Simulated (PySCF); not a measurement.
## Electron correlation in Ga⁺ (gallium, charge +1)

[Ar] 3d10 4s1 5s1, high-spin 3S determinant (an excited configuration). All numbers are calculated (PySCF 2.14, a scalar-relativistic core potential, in aug-cc-pVTZ-PP with ECP10MDF). Frozen: 3s2 3p6 3d10; 2 electrons correlated.

With two correlated electrons CCSD is exact within the correlated space (frozen core and kept virtual orbitals).

```csv
level,correlation energy (mhartree)
CCSD,-5.78
```

Diagnostics: T1 = 0.0097, D1 = 0.0193, largest double amplitude 0.048.

The outer electron is Rydberg-like, and this basis confines it to a smaller radius and binds it less than a complete one would.

Cost of the coupled-cluster step: roughly 1.2 core-seconds, for 2 correlated electrons.

Iterations:

```
CC2 = 0
CCSD nocc = (np.int64(2), np.int64(0)), nmo = (46, 46)
frozen orbitals [[0, 1, 2, 3, 4, 5, 6, 7, 8], [0, 1, 2, 3, 4, 5, 6, 7, 8]]
max_cycle = 100
direct = 0
conv_tol = 1e-08
conv_tol_normt = 1e-06
diis_space = 8
diis_start_cycle = 0
Init t2, MP2 energy = -0.00312704400956132
Init E_corr(UCCSD) = -0.00312704401333431
cycle = 1  E_corr(UCCSD) = -0.00446003523326898  dE = -0.00133299122  norm(t1,t2) = 0.0282752
cycle = 2  E_corr(UCCSD) = -0.00509914752806237  dE = -0.000639112295  norm(t1,t2) = 0.0150365
cycle = 3  E_corr(UCCSD) = -0.00579255004049392  dE = -0.000693402512  norm(t1,t2) = 0.00809552
cycle = 4  E_corr(UCCSD) = -0.00577975996989446  dE = 1.27900706e-05  norm(t1,t2) = 0.000407116
cycle = 5  E_corr(UCCSD) = -0.00578095840123772  dE = -1.19843134e-06  norm(t1,t2) = 3.25237e-05
cycle = 6  E_corr(UCCSD) = -0.00578050490444929  dE = 4.53496788e-07  norm(t1,t2) = 6.87139e-06
cycle = 7  E_corr(UCCSD) = -0.00578066434575954  dE = -1.5944131e-07  norm(t1,t2) = 2.00214e-06
cycle = 8  E_corr(UCCSD) = -0.00578063239543797  dE = 3.19503216e-08  norm(t1,t2) = 5.803e-07
cycle = 9  E_corr(UCCSD) = -0.00578063060320586  dE = 1.79223211e-09  norm(t1,t2) = 8.45259e-08
UCCSD converged
E(UCCSD) = -257.6898675759569  E_corr = -0.005780630603205861
```
